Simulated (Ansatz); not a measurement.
`[CH3][Ti]([CH3])([CH3])[F]` and `[CH3][Ti]([CH3])([F])[F]` differ in one atom or group.

Ansatz, PBE0-D4/def2-TZVP geometries, multiplicity 1. 

Scalar relativity is left out up to krypton.

| property | `[CH3][Ti]([CH3])([CH3])[F]` |
| --- | --- |
| LUMO energy (PBE0/def2-TZVPP) / eV | -1.68 |
| HOMO energy (PBE0/def2-TZVPP) / eV | -7.91 |
| HOMO–LUMO gap (B3LYP/def2-TZVPP) / eV | 5.68 |
| HOMO–LUMO gap (ωB97M-V/def2-TZVPP) / eV | 10.92 |
| size of the dipole moment (PBE/def2-TZVPP) / D | 1.36 |
| HOMO energy (ωB97M-V/def2-TZVPP) / eV | -10.30 |

What does the change do to each property? (Best estimate.)

Ansatz gave: 
```tsv
property	`[CH3][Ti]([CH3])([F])[F]`	shift
LUMO energy (PBE0/def2-TZVPP) / eV	-2.16	-0.48
HOMO energy (PBE0/def2-TZVPP) / eV	-8.37	-0.46
HOMO–LUMO gap (B3LYP/def2-TZVPP) / eV	5.66	-0.02
HOMO–LUMO gap (ωB97M-V/def2-TZVPP) / eV	10.92	0.00
size of the dipole moment (PBE/def2-TZVPP) / D	1.51	0.15
HOMO energy (ωB97M-V/def2-TZVPP) / eV	-10.74	-0.44
```

The zero-point energy changes by -82.1 kJ/mol with -9 modes. Dipoles are sizes alone; their direction can turn.

B3LYP here is the variant with VWN-RPA as its local correlation; programs differ in this.
